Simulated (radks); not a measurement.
Results of a calculation; reference values are marked as such.
Q: Ionisation ladder of osmium, from Os22+ to Os43+. Each ion is in the ground configuration listed by NIST, and IE = E(next ion) - E(this ion). Level of theory: non-relativistic Kohn-Sham, LDA (Slater exchange, Perdew-Wang correlation), spin-unpolarised, spherical densities, point nucleus; relativity is left out, which matters for an element this heavy (a radial shooting solver on a logarithmic mesh with Libxc functionals).

| species | configuration | IE, Delta-SCF (eV) | -e(HOMO) (eV) | HOMO |
|---|---|---|---|---|
| Os22+ | [Kr] 4d10 4f8 | 656.87 | 633.56 | 4f |
| Os23+ | [Kr] 4d10 4f7 | 704.26 | 680.37 | 4f |
| Os24+ | [Kr] 4d10 4f6 | 752.82 | 728.35 | 4f |
| Os25+ | [Kr] 4d10 4f5 | ? | 777.47 | 4f |
| Os26+ | [Kr] 4d10 4f4 | 853.32 | 827.73 | 4f |
| Os27+ | [Kr] 4d10 4f3 | 905.23 | 879.09 | 4f |
| Os28+ | [Kr] 4d10 4f2 | 958.23 | 931.55 | 4f |
| Os29+ | [Kr] 4d10 4f1 | 1012.3 | 985.09 | 4f |
| Os30+ | [Kr] 4d10 | 1271.4 | 1245.4 | 4d |
| Os31+ | [Kr] 4d9 | 1323.8 | 1297.5 | 4d |
| Os32+ | [Kr] 4d8 | 1376.8 | 1350.2 | 4d |
| Os33+ | [Kr] 4d7 | 1430.4 | 1403.5 | 4d |
| Os34+ | [Kr] 4d6 | ? | 1457.4 | 4d |
| Os35+ | [Kr] 4d5 | 1539.3 | 1511.8 | 4d |
| Os36+ | [Kr] 4d4 | 1594.6 | 1566.9 | 4d |
| Os37+ | [Kr] 4d3 | ? | 1622.5 | 4d |
| Os38+ | [Kr] 4d2 | 1707.0 | 1678.6 | 4d |
| Os39+ | [Kr] 4d1 | 1763.9 | 1735.3 | 4d |
| Os40+ | [Kr] | ? | 1948.8 | 4p |
| Os41+ | [Ar] 3d10 4s2 4p5 | 2032.7 | 2004.7 | 4p |
| Os42+ | [Ar] 3d10 4s2 4p4 | 2089.1 | 2060.9 | 4p |
| Os43+ | [Ar] 3d10 4s2 4p3 | 2145.6 | 2117.3 | 4p |

Estimate the withheld Delta-SCF values.

A: Os25+: 802.51 eV (NIST 820); Os34+: 1484.6 eV (NIST 1474); Os37+: 1650.5 eV (NIST 1660); Os40+: 1976.7 eV (NIST 1996).

Beside tabulated values, note that spin-unpolarised runs miss the spin-polarisation part of the exchange energy of open shells.
